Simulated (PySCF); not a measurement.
**Peak assignment**

Geometry:
```json
{"atom": "C1", "x (Å)": "3.219", "y (Å)": "-0.027", "z (Å)": "0.487"}
{"atom": "C2", "x (Å)": "2.369", "y (Å)": "-0.002", "z (Å)": "-0.784"}
{"atom": "C3", "x (Å)": "0.919", "y (Å)": "-0.028", "z (Å)": "-0.451"}
{"atom": "N4", "x (Å)": "0.113", "y (Å)": "0.988", "z (Å)": "-0.665"}
{"atom": "N5", "x (Å)": "-1.115", "y (Å)": "0.643", "z (Å)": "-0.222"}
{"atom": "Si6", "x (Å)": "-2.409", "y (Å)": "1.821", "z (Å)": "-0.361"}
{"atom": "C7", "x (Å)": "-1.109", "y (Å)": "-0.617", "z (Å)": "0.289"}
{"atom": "C8", "x (Å)": "-2.312", "y (Å)": "-1.275", "z (Å)": "0.855"}
{"atom": "C9", "x (Å)": "0.181", "y (Å)": "-1.069", "z (Å)": "0.154"}
{"atom": "F10", "x (Å)": "0.649", "y (Å)": "-2.276", "z (Å)": "0.527"}
{"atom": "H11", "x (Å)": "4.276", "y (Å)": "-0.006", "z (Å)": "0.235"}
{"atom": "H12", "x (Å)": "3.018", "y (Å)": "-0.929", "z (Å)": "1.059"}
{"atom": "H13", "x (Å)": "2.992", "y (Å)": "0.837", "z (Å)": "1.108"}
{"atom": "H14", "x (Å)": "2.571", "y (Å)": "0.903", "z (Å)": "-1.358"}
{"atom": "H15", "x (Å)": "2.611", "y (Å)": "-0.872", "z (Å)": "-1.401"}
{"atom": "H16", "x (Å)": "-2.945", "y (Å)": "2.028", "z (Å)": "0.987"}
{"atom": "H17", "x (Å)": "-1.750", "y (Å)": "2.984", "z (Å)": "-0.925"}
{"atom": "H18", "x (Å)": "-3.441", "y (Å)": "1.239", "z (Å)": "-1.223"}
{"atom": "H19", "x (Å)": "-2.681", "y (Å)": "-0.721", "z (Å)": "1.718"}
{"atom": "H20", "x (Å)": "-2.059", "y (Å)": "-2.285", "z (Å)": "1.165"}
{"atom": "H21", "x (Å)": "-3.109", "y (Å)": "-1.318", "z (Å)": "0.113"}
```

Theoretical values (PySCF 2.14.0 with density-fitted response routines): shielding tensors at PBE0/pcSseg-1 (GIAO), structure optimised with GFN2-xTB. Single conformer, non-relativistic Hamiltonian, fast rotation and ring inversion assumed for equivalent nuclei, no solvent model.

Scale: ¹³C (σ = 186.93 ppm) and ¹H (σ = 31.72 ppm) against TMS (reference shieldings calculated alike).

Q: Assign these signals to the numbered atoms. ¹³C{¹H} NMR (computed): δ 158.3 (C), 150.0 (C), 134.5 (C), 24.6 (CH2), 16.5 (CH3), 10.2 (CH3).

A: 
158.3 → C9, aromatic carbon bearing fluorine: an ipso carbon deshielded by its heteroatom
150.0 → C3, substituted aromatic carbon next to a ring nitrogen
134.5 → C7, substituted aromatic carbon next to a ring nitrogen
24.6 → C2, sp3 CH2 on an aromatic ring: a saturated carbon with 2 carbon neighbours and no heteroatom attached
16.5 → C1, methyl carbon: aliphatic region, no heteroatom directly attached
10.2 → C8, methyl carbon on an aromatic ring: saturated and bonded to C and H only

Q: Assign these signals to the numbered atoms. ¹H NMR (300 MHz, computed): δ 5.17 (s, 3H), 2.79 (q, 2H), 2.44 (s, 3H), 1.26 (t, 3H).

A: 
| δ (ppm) | atoms | environment | reason |
| --- | --- | --- | --- |
| 5.17 | H16/H17/H18 | hydrogen on a silicon bonded to N | – |
| 2.79 | H14/H15 | hydrogen on an sp3 CH2 on an aromatic ring | benzylic-type position, deshielded by the ring |
| 2.44 | H19/H20/H21 | hydrogen on a methyl carbon on an aromatic ring | benzylic-type position, deshielded by the ring |
| 1.26 | H11/H12/H13 | hydrogen on a methyl carbon | – |

Splittings by ¹⁹F in the carbon and heteronuclear signals aren't shown, as no couplings were computed. Shifts are as computed. Against solution values, carbons near 30 ppm lie about +3 ppm off and those near 130 ppm about +5 ppm. Of 1309 compounds with measured shifts, 239 miss one by over three times the rms of a fit or turn the order of signals round; such compounds aren't used in these exercises. No couplings were computed; multiplicities are counted from neighbouring protons, with m where these are inequivalent, close in shift, in a saturated or five-membered ring or joined by F or P, and br s for small geminal =CH2 splittings.
